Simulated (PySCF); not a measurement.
H4OSeSi, SMILES O[SiH2][SeH]. The structure is a stationary point at ωB97X-D3(BJ)/def2-SVP. One conformer was computed; it need not be the lowest.

Calculation: ωB97X-D3(BJ)/def2-SVP (PySCF).

Harmonic wavenumbers (cm⁻¹): 167, 223, 304, 417, 504, 698, 765, 837, 915, 920, 965, 2261, 2308, 2497, 3925. Rotational constants (GHz): 17.22, 2.394, 2.196; symmetry number 1.

### Question
Work out the zero-point energy and the ideal-gas rigid-rotor harmonic-oscillator thermochemistry at 298.15 K and 1 atm.

### Answer
ZPE = ½ Σ hcν = ½ × 17705 cm⁻¹ = 25.31 kcal/mol. H − E(el) = 29.24 kcal/mol. Entropy in cal/(mol K): translation 40.43, rotation 25.68, vibration 8.44, total 74.55. G − E(el) = 7.01 kcal/mol. Cp = 19.49 cal/(mol K).
